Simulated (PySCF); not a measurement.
Compound: C₄H₁₃GeNSi.
Geometry (PBE0-D3(BJ)/def2-SVP, Å), atoms numbered from 1 in this order:
```xyz
20
C4H13GeNSi angstrom
Si     3.1799    0.6320    0.2365
Ge     1.4919   -0.9018   -0.4502
N     -0.0693   -0.4591    0.4282
C     -1.2826   -1.1900    0.1010
C     -2.0648   -0.2930   -0.8819
C     -1.5134    1.1250   -0.6203
C     -0.5014    0.9225    0.5227
H      2.9291    1.9888   -0.3413
H      3.1995    0.7397    1.7268
H      4.5158    0.1568   -0.2374
H      1.3437   -0.8965   -1.9997
H      1.8319   -2.3471   -0.0349
H     -1.0614   -2.1905   -0.3019
H     -1.8764   -1.3414    1.0236
H     -1.8736   -0.5988   -1.9214
H     -3.1510   -0.3626   -0.7216
H     -2.2984    1.8488   -0.3552
H     -1.0051    1.5140   -1.5159
H     -1.0040    1.0789    1.4975
H      0.3447    1.6266    0.4882
```

Method used: delta-SCF UKS SCAN, pcX-2 on the ionised atom, pcseg-1 elsewhere, spin-free X2C (PySCF). Every row has its own mixed basis.

```
ionised atom  basis functions  E(ionised) (Eh)  binding energy (eV)
          C4              211      -2588.40766              291.035
          C5              211      -2588.43431              290.308
          N3              211      -2584.27781              403.734
         Si1              222      -2531.30446             1846.214
```

Problem. Fill in the total energy of each ground state.

Solution. With binding energy = E(ionised) − E(ground) and 27.2114 eV a hartree:

```csv
atom,binding energy (Eh),E(ground) (Eh)
C4,10.6954,-2599.1030
C5,10.6686,-2599.1029
N3,14.8369,-2599.1148
Si1,67.8471,-2599.1516
```

Problem. How much do the ground-state energies differ, and what would follow from using one of them for all holes?

Solution. They run from -2599.1516 Eh (core basis on Si1) to -2599.1029 Eh (on C5), 0.0487 Eh or 1.33 eV apart, though the state is the same; only basis and grid differ. Pairing the ion of C5 with the ground state of Si1 would put its binding energy 1.33 eV too high.

Lowest listed C 1s: C5/C6, bonded to 2 C and 2 H. Highest, 0.73 eV above it: C4/C7, bonded to N, C and 2 H. Summing the Pauling electronegativity differences to the bonded atoms, each weighted by its formal bond order, gives -0.70 for the lowest site and -0.21 for the highest.

Only 1s holes are shown. One atom of each set of topologically equivalent atoms was ionised and stands for the set; in this conformer not all members are related by symmetry, and their own values weren't computed. Geometry: PBE0-D3(BJ)/def2-SVP, one conformer, isolated molecule.
